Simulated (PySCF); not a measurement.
**Calculated properties of `FCC(F)(F)C(F)(F)F`**

C3H2F6.
Bonds: F1–C2, C2–C3, C3–F4, C3–F5, C3–C6, C6–F7, C6–F8, C6–F9. Hydrogens: H10, H11 on C2.

Structural features include: CF3 group and C–F bond.

GFN2-xTB geometry:

```
Point group of the GFN2-xTB geometry                  : C1
Rotational constants A, B, C of the GFN2-xTB geometry : 1.988, 1.599, 1.304 GHz
```

PBE0/pcSseg-1 ground state and GIAO shieldings, non-relativistic (PySCF):

```
Dipole moment                                               : 2.08 D
HOMO energy                                                 : -10.20 eV
LUMO energy                                                 : 0.98 eV
HOMO–LUMO gap                                               : 11.18 eV
Lowest Hirshfeld atomic charge                              : -0.10 e on F1
Highest Hirshfeld atomic charge                             : +0.24 e on C6
13C chemical shifts (computed TMS as zero) by class         : 128.3 (C6), 120.6 (C3), 85.5 (C2) ppm
1H chemical shifts (computed TMS as zero) by class          : 5.14 (H10/H11) ppm
Isotropic shieldings of nuclei other than C and H, by class : 267 (F7/F8/F9), 313 (F4/F5), 441 (F1) ppm
Mayer bond orders between heavy atoms                       : F1–C2 0.93, C2–C3 0.97, C3–F4 0.95, C3–F5 0.97, C3–C6 0.89, C6–F7 1.04, C6–F8 1.00, C6–F9 1.02
```

Monoisotopic mass (most abundant isotopes): 152.0061 u.

With B = h/(8π²I), that is 505.379 GHz u Å² over I, the principal moments of inertia are 254.3, 316.1 and 387.6 u Å² (most abundant isotopes). The rotational constants make it an asymmetric top with κ = (2B − A − C)/(A − C) = -0.14, nearer the prolate limit (−1). The dipole matches unit charges of opposite sign 0.43 Å apart (1 e·Å = 4.8032 D). A dipole of 2.08 D is allowed in C1, and pure rotational transitions are dipole-allowed.

One conformer (not necessarily the lowest) at the GFN2-xTB geometry, without solvent or vibrations. NMR classes are plain means over equivalent atoms (diastereotopic ones count apart unless rotation or inversion swaps them), as if these changed places fast; in this geometry the members of some classes differ.

For the NMR shielding job (PBE0/pcSseg-1), on Arm Neoverse V1, one thread, shared host, this took 19 s of wall time.

Conformer computed: `[F:1][CH2:2][C:3]([F:4])([F:5])[C:6]([F:7])([F:8])[F:9]`: F1–C2–C3–F4 167°, C2–C3–C6–F7 -74°.
